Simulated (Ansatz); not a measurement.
A structure relaxed at B3LYP-D4/def2-SVP in Ansatz, charge 0, doublet:

| atom | x (Å) | y (Å) | z (Å) |
| --- | --- | --- | --- |
| K1 | -0.349 | -0.674 | 1.817 |
| K2 | -2.253 | -2.862 | -1.289 |
| K3 | 1.534 | 1.996 | -1.099 |
| I4 | -1.434 | 0.491 | -1.284 |
| I5 | 2.503 | 1.048 | 1.856 |

Q: Give its formula.

A: K₃I₂.

Q: Summarise the bond lengths by kind (pairs closer than 1.2 times the sum of covalent radii, bridged metal pairs left out).

A: 5 × I–K 3.25 to 3.49 Å.

In the def2 sets I takes a core potential; there is no spin–orbit coupling. The relaxation made no stability test and no search for a lower SCF solution. Another isomer (doublet) lies 0.10 eV lower at PBE-D4/def2-SVP; other spin states weren't run for this one.
